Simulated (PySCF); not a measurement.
Compound: C3H7FOSi.
Geometry (PBE0-D3(BJ)/def2-SVP, Å), atoms numbered from 1 in this order:
```
atom  x, y, z in Å
C1     2.1877   -0.0202    0.1048
C2     1.1101   -0.9152   -0.3719
F3     1.5206   -2.1418   -0.7300
C4    -0.1912   -0.6335   -0.4869
O5    -0.6864    0.5950   -0.1863
Si6   -2.2685    0.8926    0.2803
H7     1.7723    0.9610    0.3647
H8     2.9560    0.1098   -0.6746
H9     2.6859   -0.4477    0.9902
H10   -0.8823   -1.3968   -0.8648
H11   -2.5340    0.3580    1.6496
H12   -3.2063    0.2397   -0.6835
H13   -2.4235    2.3695    0.2553
```

Computed, not measured: TDDFT CAM-B3LYP/def2-SVPD, vertical, gas phase, core orbitals frozen in the response in PySCF.

A / s⁻¹ = 0.6670 f (ν̃ / cm⁻¹)² and τ = 1/A in vacuum; |μ| follows from f = (2/3) ΔE |μ|² (atomic units, 1 au = 2.5417 D); ∫σ dE = 109.76 f Mb·eV.

Only emission to the ground state at the vertical energy is counted.

Energies and rates of the computed singlets with f of 0.002 or more:

```csv
state,E (eV),A (s⁻¹)
S2,6.54,6.03×10⁸
S3,6.55,8.48×10⁷
S4,7.04,4.94×10⁷
S5,7.16,1.18×10⁸
S6,7.46,5.70×10⁷
S7,7.68,1.35×10⁷
S8,7.91,1.65×10⁸
S9,8.01,5.63×10⁷
S10,8.27,1.03×10⁸
```

Problem. Which f and |μ| stand behind these rates?

Solution. f = A / (0.6670 ν̃²), and |μ| follows from f:

```csv
state,f,|μ| (D),τ,"main configurations (H = HOMO, L = LUMO)"
S2,0.325,3.62,1.7 ns,H→L+2 (95%)
S3,0.045,1.35,12 ns,"H→L+1 (53%), H→L+3 (33%)"
S4,0.023,0.93,20 ns,"H→L+3 (45%), H→L+1 (27%), H→L+4 (12%)"
S5,0.053,1.40,8.5 ns,"H→L+4 (43%), H→L+5 (31%), H→L+1 (14%)"
S6,0.024,0.91,18 ns,"H→L+5 (52%), H→L+4 (39%)"
S7,0.0053,0.43,74 ns,"H→L+6 (47%), H→L+7 (20%)"
S8,0.061,1.42,6.1 ns,"H→L+7 (46%), H→L+6 (35%)"
S9,0.020,0.82,18 ns,"H-1→L (76%), H→L+7 (9%)"
S10,0.035,1.05,9.7 ns,H→L+8 (83%)
```

Problem. By what factor does the largest A in the list exceed the smallest?

Solution. S2 has 45 times the rate of S7.

Problem. Suppose S2 emitted 0.3 eV lower with the same transition dipole. How would A change?

Solution. At fixed |μ|, A goes as the cube of the energy: (6.24/6.54)³ = 0.87, which makes τ about 1.9 ns.

Problem. What is the integrated cross-section of all computed states together?

Solution. Σf = 0.592 over S1 to S10, so 109.76 × Σf ≈ 65 Mb·eV.

All these states lie below the vertical ionisation energy of 8.70 eV (ΔSCF).

One conformer stands for the species.
